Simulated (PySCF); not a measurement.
## Unknowns

- spin–spin couplings from B3LYP/pcJ-1 (spin–dipole term left out of most H,H and C,H couplings)
- GFN2-xTB structure
- GIAO PBE0/pcSseg-1 shieldings
- code: PySCF
- one computed conformer, non-relativistic Hamiltonian, rapidly exchanging positions averaged, isolated molecule

δ = σ(ref) − σ, references computed at the same level: 1H, 13C against TMS. Multiplet labels drop J under 1 Hz and among equivalent protons, and merge close values. Unscaled 3J(H,H) run several per cent high. Splittings of carbon signals by F and P are missing where no couplings were computed. Where no couplings were computed, multiplicities follow the n + 1 count of equivalent neighbours, and m marks all less simple cases (inequivalent or close neighbours, rings, F or P nearby). One-bond C–F couplings are unscaled and too large by tens of Hz. Shifts are as computed. Against solution values, carbons near 30 ppm lie about +3 ppm off and those near 130 ppm about +5 ppm. Of 1211 compounds with measured shifts, 218 miss one by over three times the rms of a fit or turn the order of signals round; such compounds aren't used in these exercises.

(1) C4H4FN3. 1H NMR (400 MHz, computed): δ 8.55 (s, 1H), 2.98 (d, J = 1.4 Hz, 3H). 13C{1H} NMR (computed): δ 173.7 (C, d, J = 301.5 Hz), 163.2 (C), 156.1 (CH, d, J = 6.5 Hz), 21.3 (CH3). What is it?

(2) C6H9FO2. 1H NMR (400 MHz, computed): δ 3.53 (s, 3H), 2.49 (m, 2H), 2.47 (m, 2H), 2.21 (m, 1H), 1.97 (m, 1H). 13C{1H} NMR (computed): δ 171.6 (C), 77.9 (C), 52.6 (CH3), 32.1 (CH2), 13.4 (CH2). Identify the compound.

## Answers

(1) `Cc1cnc(F)nn1`. Rings plus π bonds: 4 (1 ring in the answer). 4 carbon signals for 4 carbons: no two carbons are equivalent. Carbon types of the structure: 2 × C, 1 × CH, 1 × CH3, which accounts for all hydrogens. δC 173.7: aromatic carbon bearing fluorine; σ withdrawal by the attached heteroatom moves it downfield of the ring CH carbons. δC 163.2: substituted aromatic carbon next to a ring nitrogen. δC 156.1: aromatic CH next to a ring nitrogen; the adjacent pyridine-type nitrogen withdraws density from it. δH 8.55: hydrogen on an aromatic CH next to a ring nitrogen; ring current plus the neighbouring ring nitrogen.

The data come from this structure; uniqueness wasn't tested.

(2) SMILES C1(OC)(C(=O)F)CCC1. Rings plus π bonds: 2 (1 ring in the answer). 5 carbon signals for 6 carbons: some carbons are equivalent by symmetry or fast rotation. Carbon types of the structure: 2 × C, 3 × CH2, 1 × CH3, which accounts for all hydrogens. δC 171.6: carbonyl carbon. δC 77.9: fully substituted sp3 carbon bonded to O, α to a carbonyl; pulled downfield by the heteroatom. δC 52.6: methyl carbon bonded to O; pulled downfield by the heteroatom. δC 32.1, 13.4: sp3 CH2 in a ring; aliphatic region, no heteroatom directly attached.

The data come from this structure; uniqueness wasn't tested.
